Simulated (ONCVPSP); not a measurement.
Transferability test, ONCV potential for carbon

* Element: carbon
* Generator: ONCVPSP 4.0.1
* Type: optimised norm-conserving Vanderbilt (ONCV)
* Functional: PW91
* Relativity: non-relativistic
* Frozen core: [He]
* Valence charge: 4
* Reference configuration: 2s2 2p2
* Partial waves: 2s: rc 1.05 bohr, ncon 5, nbas 10, qcut 5.5 1/bohr, 2 projectors, debl 0.5 Ha; 2p: rc 3.00 bohr, ncon 4, nbas 9, qcut 4.9 1/bohr, 1 projector; d scattering state at 0.14 Ha: rc 3.00 bohr, ncon 3, nbas 7, qcut 3.1 1/bohr, 2 projectors, debl 2.9 Ha
* Local potential: polynomial inside 1.05 bohr (lpopt 3, dvloc0 4 Ha)
* Core correction: Teter function, fcfact 2.5, rcfact 1.2

In the s channel the program set the typed energies aside and used -0.507, 0.250 Ha.

Energies are relative to the spin-unpolarised reference configuration 2s2 2p2; without spin polarisation the order of configurations can differ from experiment.

Problem. Give the all-electron excitation energy and the error of the potential for: 2s2 2p1; 2s2 2p0; 2s1 2p0; 2s0 2p4.

Solution.

```
valence configuration  charge  ΔE all-electron (eV)  error AE − PS (meV)
              2s2 2p1      +1                10.932                 +149
              2s2 2p0      +2                35.167                +1205
              2s1 2p0      +3                83.403                +2316
              2s0 2p4       0                16.920                 -153
```
